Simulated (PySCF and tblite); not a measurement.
Results of a calculation; reference values are marked as such.
Dynamics report: ring inversion

System: C₆H₈F₂, numbered as in [F:1][C:2]1([F:3])[CH2:4][CH:5]=[CH:6][CH2:7][CH2:8]1.

Motion: inversion of the 6-membered ring (2–4–5–6–7–8). Level: PBE0/pcSseg-1 + D3(BJ), IEF-PCM dimethylsulfoxide on GFN2-xTB stationary points, with GFN2-xTB thermal terms. Rate constants are transition-state-theory values, counting equivalent paths, without tunnelling. Programs: tblite and PySCF.

```csv
point,symmetry,E(GFN2) kcal/mol,E(DFT) kcal/mol,ZPE change kcal/mol,lowest mode cm⁻¹,dipole D
start (half-chair),C1,0.0,0.0,0.00,90,2.82
saddle (twist-boat),C1,3.5,4.9,-0.08,112i,3.08
end (half-chair),C1,0.0,0.0,0.00,90,2.82
```

- Electronic barrier: 4.9 kcal/mol
- Barrier with zero-point energy: 4.8 kcal/mol
- ΔH‡ (298 K): 4.4 kcal/mol
- ΔS‡ (298 K, symmetry apart): -2.6 cal/(mol K)
- Paths: 2 equivalent paths
- End point: the same structure with atoms interchanged, or its mirror image
- Mean lifetime of the start against this motion at 298 K: 540 ps
- Cost: 57 s on 1 thread of Arm Neoverse V2 (shared host) (rough), peak memory 0.88 GiB, launched as `OMP_NUM_THREADS=1 python ens_run.py task.json out`

| T/K | ΔG‡ kcal/mol | k s⁻¹ |
| --- | --- | --- |
| 200 | 5.0 | 2.7×10⁷ |
| 250 | 5.1 | 3.5×10⁸ |
| 298 | 5.2 | 1.9×10⁹ |
| 350 | 5.3 | 6.7×10⁹ |
| 400 | 5.5 | 1.7×10¹⁰ |

ΔG and ΔG‡ leave out symmetry numbers and mirror images; rates count paths: 2 out.
